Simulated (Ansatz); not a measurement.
C₃H₄O₃, charge -1, doublet, at a GFN2-xTB geometry (a state made from the parent by changing its charge; the spin is typed, not shown lowest) (a gas-phase anion, which may not be bound at this level); PBE0/6-311G** (Ansatz, a program for electronic structure).

Input for Ansatz:
Ansatz 0.2 input:
```yaml
crystal:
  periodic: [false, false, false]
  atoms:
    - {symbol: O, position_ang: [1.71742393, -0.03177659, 0.85252653]}
    - {symbol: C, position_ang: [0.97636781, -0.06628457, -0.17028303]}
    - {symbol: O, position_ang: [0.01616300, -1.17164394, -0.33717524]}
    - {symbol: C, position_ang: [-1.22627836, -0.70774413, 0.07429992]}
    - {symbol: C, position_ang: [-1.14104338, 0.84061001, -0.03969438]}
    - {symbol: O, position_ang: [0.14126985, 1.10101129, -0.50449469]}
    - {symbol: H, position_ang: [-1.44721444, -1.00351882, 1.11583184]}
    - {symbol: H, position_ang: [-2.00802791, -1.12409807, -0.58013152]}
    - {symbol: H, position_ang: [-1.87789943, 1.23977864, -0.75416695]}
    - {symbol: H, position_ang: [-1.31998888, 1.30762429, 0.94567881]}
basis:
  gaussian:
    orbitals: 6-311G__.json
hamiltonian:
  xc: pbe0
total_charge: -1
magnetization: {spin_polarized: true, initial_magnetization: 1}
```
The basis file holds 6-311G** in the JSON format of the Basis Set Exchange.

Output, abridged:

```
Functional definition: PBE0
1097 factors; their error is unknown
mean field evaluation 1: about -9304.6861 eV, gradient 3.0e1 eV
mean field evaluation 2: about -9298.5407 eV, gradient 5.2e1 eV
mean field evaluation 4: about -9307.7911 eV, gradient 2.9e0 eV
mean field evaluation 8: about -9307.8182 eV, gradient 8.4e-2 eV
mean field evaluation 16: about -9307.7710 eV, gradient 9.0e-5 eV
mean field -9307.77102112 eV, -342.0542759924 hartree, gradient 2.4e-5 eV, S^2 0.753774; 0 other end points of the search recorded, 0 dependent functions left out
reference -9307.77104659 eV, -342.0542769282 hartree; 24, 23 occupied and 108, 109 virtual orbitals, 1097 factors
Total energy: -9307.77104659 eV, -342.0542769282 hartree
```
